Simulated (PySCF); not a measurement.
Compound: C5H9P2Si (charge -1).
SMILES with atom numbers: `[CH3:1][c:2]1[p:3][c:4]([SiH3:5])[p-:6][c:7]1[CH3:8]`

Structure used (GFN2-xTB), in Å, numbered top down from 1:
```xyz
17
C5H9P2Si angstrom
C     -2.111   -1.236   -0.516
C     -0.783   -0.583   -0.251
P      0.721   -1.386   -0.662
C      1.740   -0.099   -0.077
Si     3.594   -0.189   -0.200
P      0.930    1.295    0.585
C     -0.686    0.664    0.328
C     -1.903    1.451    0.732
H     -1.963   -2.207   -0.987
H     -2.666   -1.384    0.415
H     -2.728   -0.618   -1.176
H      4.135    0.285   -1.493
H      4.257    0.629    0.829
H      4.102   -1.564   -0.043
H     -2.549    1.642   -0.129
H     -2.491    0.904    1.474
H     -1.605    2.406    1.161
```

NICS is the negative of the GIAO shielding at a point without a nucleus: at the ring centre (0) and 1 Å above and below it (1); zz is the component along the ring normal. Level: GIAO PBE0/pcSseg-1 (PySCF, non-relativistic, gas phase) on the GFN2-xTB geometry, one conformer.

Ring bond lengths (Å), with Mayer bond orders in brackets: C2–P3 1.754 (1.25), P3–C4 1.743 (1.25), C4–P6 1.743 (1.25), P6–C7 1.754 (1.25), C7–C2 1.379 (1.49).

**Question.** What do the NICS probes read (ppm)?

**Answer.** 
| ring | type | NICS(0) | NICS(1), two faces | NICS(1)zz, two faces | rms pucker (Å) | centre to ring atoms, mean (Å) |
| --- | --- | --- | --- | --- | --- | --- |
| C2–P3–C4–P6–C7 | 5-membered ring with 2 P; formal bonds all aromatic | -9.4 | -10.4 / -10.8 | -25.3 / -26.5 | 0.00 | 1.42 |

**Question.** What can be read from them?

**Answer.** 
- C2–P3–C4–P6–C7: mean NICS(1)zz -25.9 ppm, shielded.

**Question.** What does the geometric index give? HOMA = 1 − mean of α(R − Ropt)² over the ring bonds, with Krygowski's 1993 parameters (CC: Ropt 1.388 Å, α 257.7 Å⁻²; CP: Ropt 1.698 Å, α 118.91 Å⁻²).

**Answer.** 
- C2–P3–C4–P6–C7: HOMA 0.75; the largest term is that of P6–C7, α(R − Ropt)² = 0.37.

**Question.** At the second NICS(1) probe listed for ring C2–P3–C4–P6–C7, 1 Å off the ring, what do the in-plane components average?

**Answer.** The isotropic value is a third of the trace: (3 × -10.8 − (-26.5))/2 = -3.0 ppm.

**Question.** Give the inner angles of the rings and the Hirshfeld charges of the ring atoms.

**Answer.** 
- C2–P3–C4–P6–C7: C2 116.9° (-0.105 e), P3 94.9° (-0.130 e), C4 116.5° (-0.269 e), P6 94.9° (-0.130 e), C7 116.9° (-0.105 e); sum 540.0° against 540° for a flat convex ring.

**Question.** What are the shieldings of the ring atoms and their hydrogens in the same run (means over atoms taken as equivalent)?

**Answer.** 
| atoms | environment | σ isotropic (ppm) | principal values of the symmetric part, first atom (ppm) |
| --- | --- | --- | --- |
| C2 (×2) | substituted aromatic carbon | 24.1 | -100.5, 33.4, 138.1 |
| P3 (×2) | phosphorus bonded to 2 C | 83.5 | -86.7, 96.6, 242.4 |
| C4 | substituted aromatic carbon | 37.4 | -121.8, 51.5, 182.6 |

On Arm Neoverse V2, one thread, shared host with 32 logical CPUs at a one-minute load of 23, this took 38 s wall and 0.92 GiB of memory at its peak. This is the whole shielding run at PBE0/pcSseg-1, SCF included.
